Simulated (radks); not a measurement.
Removal energies from the thulium ion Tm9+, [Kr] 4d10 4f8 5s2 5p4, by Delta-SCF beside the eigenvalue of the level emptied. Method: scalar-relativistic Kohn-Sham, PBE, spin-polarised, spherical densities, finite nucleus; Fermi nuclear charge, rms radius of each element as measured or else 0.836 A^(1/3) + 0.57 fm; computed with a radial shooting solver on a logarithmic mesh with Libxc functionals. Open shells are filled with parallel spins first.

[
 {"removed from": "5p", "final configuration": "[Kr] 4d10 4f8 5s2 5p3", "Delta-SCF (eV)": "169.99", "-eigenvalue (eV)": "161.44"},
 {"removed from": "4f", "final configuration": "[Kr] 4d10 4f7 5s2 5p4", "Delta-SCF (eV)": "184.39", "-eigenvalue (eV)": "169.68"},
 {"removed from": "5s", "final configuration": "[Kr] 4d10 4f8 5s1 5p4", "Delta-SCF (eV)": "204.98", "-eigenvalue (eV)": "195.59"},
 {"removed from": "4d", "final configuration": "[Kr] 4d9 4f8 5s2 5p4", "Delta-SCF (eV)": "359.43", "-eigenvalue (eV)": "344.03"}
]
